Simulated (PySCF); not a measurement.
## Energy of Cr+ (chromium, charge +1) between two integer charges

The 3d alpha orbital of [Ar] 3d5 is emptied in steps (occupation f), with all orbitals relaxed, ending at [Ar] 3d4. Computed with PySCF 2.14 in jorge-DZP-DKH, with the spin-free X2C one-electron Hamiltonian (Gaussian nucleus). The exact energy is a straight line in f; departures are measured from the line between the end points of the same method.

Among BHandHLYP, wB97X, M06-2X, which shows the largest delocalisation error (convex curve), and which is closest to linear?

Most convex: BHandHLYP (-0.565 eV at f = 0.5); closest to linear: wB97X (-0.459 eV).

```json
{"f": "1", "BHandHLYP (eV)": "0.000", "wB97X (eV)": "0.000", "M06-2X (eV)": "0.000"}
{"f": "0.75", "BHandHLYP (eV)": "-0.415", "wB97X (eV)": "-0.334", "M06-2X (eV)": "-0.357"}
{"f": "0.5", "BHandHLYP (eV)": "-0.565", "wB97X (eV)": "-0.459", "M06-2X (eV)": "-0.491"}
{"f": "0.25", "BHandHLYP (eV)": "-0.432", "wB97X (eV)": "-0.355", "M06-2X (eV)": "-0.384"}
{"f": "0", "BHandHLYP (eV)": "0.000", "wB97X (eV)": "0.000", "M06-2X (eV)": "0.000"}
```

```json
{"method": "BHandHLYP", "E(f=0) − E(f=1) (eV)": "16.308", "−ε at f=1 (eV)": "14.139", "−ε at f=0.5 (eV)": "16.263"}
{"method": "wB97X", "E(f=0) − E(f=1) (eV)": "16.368", "−ε at f=1 (eV)": "14.629", "−ε at f=0.5 (eV)": "16.314"}
{"method": "M06-2X", "E(f=0) − E(f=1) (eV)": "16.330", "−ε at f=1 (eV)": "14.476", "−ε at f=0.5 (eV)": "16.259"}
```

Reference removal energy between the ground levels: 16.486 eV (measured; NIST Atomic Spectra Database, ionization energies). The calculation has no spin-orbit coupling. The determinant left behind need not be the lowest term of the ion.
